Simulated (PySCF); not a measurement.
Compound: GaF3.
SMILES: `[F][Ga]([F])[F]`

Method: MP2 and CCSD/aug-cc-pVDZ in PySCF, restricted Hartree–Fock reference, frozen core, non-relativistic, gas phase, PBE0-D3(BJ)/def2-SVP geometry.

E(HF) = -2221.70322 Eh.

(1) How large is the problem?

(2) What are the MP2 and CCSD correlation energies?

(3) What is the T1 diagnostic?

## Answers

(1) 105 basis functions and 58 electrons; 12 orbitals frozen, which leaves o = 17 correlated occupied and v = 76 virtual orbitals. That is o·v = 1292 singles and o·v(o·v + 1)/2 = 835278 distinct closed-shell doubles amplitudes before symmetry; the costliest CCSD step grows as o²v⁴ = 9.6 × 10^9.

(2) MP2 -0.7118 Eh and CCSD -0.7118 Eh, which gives totals of -2222.41499 and -2222.41503 Eh. That is 0.570 eV for each correlated electron at CCSD (1869 kJ/mol in all, 0.032 % of the total energy); MP2 gives 100.0 % of the CCSD value.

(3) 0.0150, below the customary warning level of 0.02. It is the norm of the spatial-orbital singles amplitudes over the root of the number of correlated electrons, so the norm is 0.087.

Connected triples and the basis-set limit are missing.
